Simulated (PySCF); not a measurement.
Excitations are Tamm–Dancoff values on a coarser integration grid. The basis has no diffuse functions, so Rydberg states are missing or too high.

# C10H8SSi, SMILES `c1cc2c([SiH3])cc(cc2s1)C#C` (charge 0, multiplicity 1)

These are PBE-D3(BJ)/def2-TZVP // PBE-D3(BJ)/def2-SVP (PySCF) values and carry that method's errors.

The HOMO comes out as -5.56 eV and the dipole moment is 1.02 D. The HOMO–LUMO gap comes out as 3.12 eV, the LUMO is -2.44 eV and the S1 excitation (TDA) is 3.89 eV. The S1 oscillator strength is 0.069 and the brightest of the four lowest singlets (TDA) comes out as 4.52 eV. The T1 excitation (TDA) is 2.76 eV. The S1–T1 gap (TDA) is 1.12 eV, the vertical ionisation energy (Delta-SCF) comes out as 7.72 eV and the total energy comes out as -1072.8671 Ha. The cost is roughly 30 core-minutes.

Bond lengths (Å): C1–C2 1.226, C1–H13 1.081, C2–C3 1.428, C3–C4 1.428, C3–C12 1.411, C4–C5 1.400, C4–H14 1.100, C5–Si6 1.888, C5–C7 1.427, Si6–H15 1.503, Si6–H16 1.506, Si6–H17 1.506, C7–C8 1.440, C7–C11 1.431, C8–C9 1.374, C8–H18 1.099, C9–S10 1.743, C9–H19 1.097, S10–C11 1.753, C11–C12 1.401, C12–H20 1.099. Bond angles (°): C2–C1–H13 179.9, C1–C2–C3 179.6, C2–C3–C4 120.1, C2–C3–C12 120.4, C4–C3–C12 119.6, C3–C4–C5 122.3, C3–C4–H14 117.6, C5–C4–H14 120.1, C4–C5–Si6 120.3, C4–C5–C7 118.3, Si6–C5–C7 121.4, C5–Si6–H15 108.7, C5–Si6–H16 110.9, C5–Si6–H17 111.0, H15–Si6–H16 109.4, H15–Si6–H17 109.4, H16–Si6–H17 107.5, C5–C7–C8 129.5, C5–C7–C11 119.1, C8–C7–C11 111.4, C7–C8–C9 112.8, C7–C8–H18 124.1, C9–C8–H18 123.0, C8–C9–S10 113.3, C8–C9–H19 127.6, S10–C9–H19 119.1, C9–S10–C11 91.1, C7–C11–S10 111.4, C7–C11–C12 122.2, S10–C11–C12 126.4, C3–C12–C11 118.6, C3–C12–H20 119.9, C11–C12–H20 121.5.
Charge 0, spin multiplicity 1.
